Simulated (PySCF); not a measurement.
Ge(F)(OH)2(NH2) (FGeH₄NO₂), SMILES [NH2][Ge]([OH])([OH])[F]. Atoms are numbered in the order given.

```xyz
9

N     -1.7463     0.4510     0.0000
Ge    -0.0265    -0.0145     0.0000
O      0.3407    -0.8636    -1.4927
O      0.3407    -0.8636     1.4927
F      1.0793     1.3293     0.0000
H     -2.2711     0.2401    -0.8413
H     -2.2711     0.2401     0.8413
H      1.2243    -0.6593    -1.8194
H      1.2243    -0.6593     1.8194
```
Charge 0, spin multiplicity 1.

Geometry optimised at PBE0-D3(BJ)/def2-SVP. Other conformers were not sampled.

The numbers are results of PBE0/def2-TZVP run with PySCF, not measurements.

Symmetry labels are those of the subgroup Cs that the program uses (full group Cs).

Computed valence orbital energies around the gap with their symmetry:
```tsv
orbital	symmetry	energy (eV)
HOMO−7	A'	-12.54
HOMO−6	A"	-11.87
HOMO−5	A'	-11.47
HOMO−4	A'	-10.66
HOMO−3	A"	-10.15
HOMO−2	A'	-9.68
HOMO−1	A"	-9.28
HOMO	A'	-8.27
LUMO	A'	-0.15
LUMO+1	A'	1.40
LUMO+2	A"	1.54
LUMO+3	A'	2.38
```
